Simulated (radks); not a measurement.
The numbers below are computed, except where a source is named.
Sc13+, 8 electrons, occupied as [He] 2s2 2p4.

Code: a radial shooting solver on a logarithmic mesh with Libxc functionals. Model: Dirac Kohn-Sham, B86b exchange with PBE correlation, spin-unpolarised, spherical densities, point nucleus; open shells fill j = l - 1/2 first.

Energy parts (eV):
| part | energy |
|---|---|
| total | -18073.487 |
| kinetic | 18264.035 |
| electron-nucleus | -39162.286 |
| Hartree | 3556.020 |
| exchange-correlation | -731.256 |

Orbitals (lengths in bohr, moments of r in powers of bohr; <r^-3> diverges for s and p1/2; r(max) is where P^2 peaks):
orbital	occ.	eigenvalue (eV)	<r^4>	r(max)	<r^2>	<r^-3>	small-component weight
1s1/2	2	-4879.141	0.0001306	0.04776	0.007134	-	5.66e-03
2s1/2	2	-876.7165	0.02675	0.2752	0.1252	-	1.08e-03
2p1/2	2	-806.2493	0.01949	0.2210	0.09934	-	1.05e-03
2p3/2	2	-800.8863	0.01999	0.2229	0.1008	250.9	1.04e-03
3s1/2	0	-332.6446	0.8313	0.7673	0.7547	-	3.77e-04
3p1/2	0	-311.2639	0.8094	0.7451	0.7318	-	3.62e-04
3p3/2	0	-310.0278	0.8222	0.7486	0.7378	57.78	3.60e-04

The highest occupied level is 2p3/2 at -800.89 eV. The density falls to 0.001 e/bohr^3 at r = 1.04 bohr. For comparison, the ionisation energy in NIST's Atomic Spectra Database is 833 eV (semi-empirical). In exact Kohn-Sham theory the highest level is minus the ionisation energy, but local and semilocal functionals leave it too shallow, through self-interaction and a potential that decays too fast; potentials with the right tail come closer. Summed over all electrons, <r^2> = 0.6649 bohr^2, which gives a Langevin (diamagnetic) susceptibility term of -0.527 x 10^-6 cm^3/mol.

Beside tabulated values, note that spin-unpolarised runs miss the spin-polarisation part of the exchange energy of open shells.
